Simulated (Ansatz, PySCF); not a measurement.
H$_{2}$GaI (SMILES [GaH2][I]), singlet, at a GFN2-xTB geometry (such geometries of metal compounds can be far from the true shape) (core potentials on I), atoms displaced at random by about 0.08 Å a coordinate. Base run: PBE0/def2-SVP, gradient in PySCF.

PySCF was given this input:
```python
from pyscf import gto, scf, dft

mol = gto.M(
    atom='''
Ga   -0.791435   -1.261828    0.139087
H    -0.336458   -2.408267    1.259897
H    -2.064870   -1.473170   -0.785505
I     0.472140    0.864324   -0.119623
''',
    basis='def2-svp',
    ecp={'I': 'def2-svp'},
    charge=0,
    spin=0,
    verbose=4,
)

mf = dft.RKS(mol)
mf.xc = 'pbe0'
mf.kernel()
g = mf.nuc_grad_method()
grad = g.kernel()
```

Programs used: Ansatz (a first-principles code), PySCF; a row that names a program was run with it.

The coordinate followed is y of atom 4.

The base run was repeated with changes; each row names its change, and settings that it needs were set with it.

```tsv
change	dE/dx (Eh/bohr)	net force (Eh/bohr)
base	0.000526	0.000067
finite difference step (bohr) = 0.2; conv_tol = 1e-11	-0.000366	-
conv_tol = 1e-11	0.000526	0.000067
finite difference step (bohr) = 0.05; conv_tol = 1e-11	0.000453	-
grid_response = on	0.000507	0.000000
grids.level = 5; grid_response = on	0.000526	0.000000
finite difference step (bohr) = 1e-4; conv_tol = 1e-11	0.000507	-
conv_tol = 1e-6	0.000524	0.000067
finite difference step (bohr) = 0.01; conv_tol = 1e-11	0.000505	-
grids.level = 1; grid_response = on	0.000330	0.000000
code = ansatz	0.000530	0.000000
grids.level = 5; grid_response = off	0.000521	0.000026
```

The net force is zero for an exact gradient.
